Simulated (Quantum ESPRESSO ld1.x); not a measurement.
Results of a calculation; reference values are marked as such.
Task: The table gives one normalised radial function P(r) = r R(r) of Eu0.875+ in [Kr] 4d10 4f7 5s2 5p5.125 6s2 (r in bohr). Level of theory: scalar-relativistic Kohn-Sham, LDA (Slater exchange, Perdew-Zunger correlation), spin-unpolarised, spherical densities, point nucleus (ld1.x of Quantum ESPRESSO 7.5).

r              P
0.003642   0.1090
0.005747   0.1392
0.009067   0.1586
0.01431    0.1429
0.02257    0.0588
0.03561   -0.1024
0.05618   -0.2464
0.08864   -0.1488
0.141      0.2419
0.2224     0.2971
0.3509    -0.3455
0.5537    -0.3870
0.8736     0.6365
1.378      0.9738
2.175      0.4086
3.431      0.0532
5.413      0.0015
8.541      0.0000

Which n and l does it have? It may be an empty orbital.

Result: n = 5, l = 0: the number of nodes gives n - l - 1 = 4, the rise at small r (about r^(l+1), flatter next to the nucleus through relativity) gives l, and the extent must fit the shell. The curve is that of 5s. 5s: eigenvalue -54.268 eV, 4 radial nodes at r = 0.0272, 0.108, 0.282, 0.670 bohr, <r> = 1.37 bohr, 90 % of the charge inside 1.97 bohr.
